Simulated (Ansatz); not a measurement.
Z-matrix (Å, degrees):
```
Si
N 1 1.733
C 1 2.289 2 39.9
Si 1 2.345 2 117.4 3 126.1
N 1 1.733 2 78.8 3 10.9
H 1 1.504 2 116.9 3 -103.7
H 2 1.004 1 132.0 3 131.9
H 3 1.101 1 116.5 2 -98.4
H 3 1.098 1 134.9 2 81.6
H 4 1.491 1 110.0 2 -166.4
H 4 1.487 1 111.4 2 -45.6
H 4 1.491 1 110.0 2 75.2
H 5 1.004 1 132.0 2 -142.8
```

Charge 0, multiplicity 1.

**Question.** List the ωB97M-V/def2-TZVPP orbital energies in eV (the Gaussian-basis code of Ansatz). (An estimate is asked.)

**Answer.** Computed: Occupied: -1807.22, -1806.51, -393.94, -393.94, -283.05, -148.20, -147.65, -102.34, -102.31, -102.29, -101.75, -101.75, -101.74, -28.78, -25.20, -20.45, -18.52, -17.57, -15.65, -14.85, -14.16, -13.55, -12.38, -11.91, -11.70, -10.48, -9.52, -8.72. Lowest empty: 1.19, 2.09, 2.67, 2.91, 3.19, 3.35, 3.82, 3.90.
